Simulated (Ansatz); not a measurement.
CH₃BO₂Si, one more setting.

```yaml
crystal:
  periodic: [false, false, false]
  atoms:
    - {symbol: O, position_ang: [0.023785, -1.916349, 1.791706]}
    - {symbol: C, position_ang: [0.282834, -1.050952, 1.505855]}
    - {symbol: B, position_ang: [0.802100, 0.252973, 0.959562]}
    - {symbol: Si, position_ang: [0.046705, 0.520795, -0.704262]}
    - {symbol: O, position_ang: [-1.383943, -0.403368, -1.457556]}
    - {symbol: H, position_ang: [1.769819, 0.840284, 1.420528]}
    - {symbol: H, position_ang: [0.132603, 1.733970, -1.623833]}
    - {symbol: H, position_ang: [-1.759934, -0.093503, -2.098045]}
basis:
  gaussian: {orbitals: cc-pVDZ}
hamiltonian: {xc: {name: PBE0-DH}}
output: {forces: true}
```

```sh
$ ansatz run in.yaml --threads 2 --pin off --events-out ev --progress --plain --max-ram 4352MiB
```

Output, abridged:

```
Functional definition: PBE0-DH
833 factors; integrals over basis functions are off by at most 9.9e-4 eV
mean field evaluation 1: about -13708.7725 eV, gradient 5.2e1 eV
mean field evaluation 2: about -13709.3601 eV, gradient 5.2e1 eV
mean field evaluation 4: about -13714.4824 eV, gradient 5.7e0 eV
mean field evaluation 8: about -13714.5886 eV, gradient 6.1e-1 eV
mean field evaluation 16: about -13714.5898 eV, gradient 4.7e-4 eV
mean field -13714.58983383 eV, -504.0018803103 hartree, gradient 5.1e-6 eV, S^2 0.000000; 0 other end points of the search recorded, 0 dependent functions left out
9 core orbitals not correlated: weight in the atoms' cores, before any rotation towards them, 1.000 or more for the frozen orbitals, at most 0.000 for the correlated occupied ones
reference -13714.58984994 eV, -504.0018809026 hartree; 13, 13 occupied and 67, 67 virtual orbitals, 833 factors
second order -21.68885098 eV of doubles, -0.00000000 eV of singles
Total energy: -13717.30095632 eV, -504.1015122241 hartree
Atom 0 at     0.023785    -1.916349     1.791706 Å, force   -13.199868   -42.254204    14.251364 eV/Å
Atom 1 at     0.282834    -1.050952     1.505855 Å, force    13.642912    42.109365   -14.108197 eV/Å
Atom 2 at     0.802100     0.252973     0.959562 Å, force    -0.036254     0.031500    -0.205192 eV/Å
Atom 3 at     0.046705     0.520795    -0.704262 Å, force    -3.051917    -0.355393    -2.133302 eV/Å
Atom 4 at    -1.383943    -0.403368    -1.457556 Å, force     9.530663    -4.832387    13.769277 eV/Å
Atom 5 at     1.769819     0.840284     1.420528 Å, force    -0.612676    -0.347228    -0.172602 eV/Å
Atom 6 at     0.132603     1.733970    -1.623833 Å, force     0.309413    -0.472597     0.404472 eV/Å
Atom 7 at    -1.759934    -0.093503    -2.098045 Å, force    -6.582273     6.120944   -11.805820 eV/Å
Dipole moment:    -0.031128    -0.126678     0.016509 e Å
```

Hardware: 2 threads of an Intel Xeon 6975P-C on a shared host. Wall time 2.4 s, peak host memory 0.2 GiB.
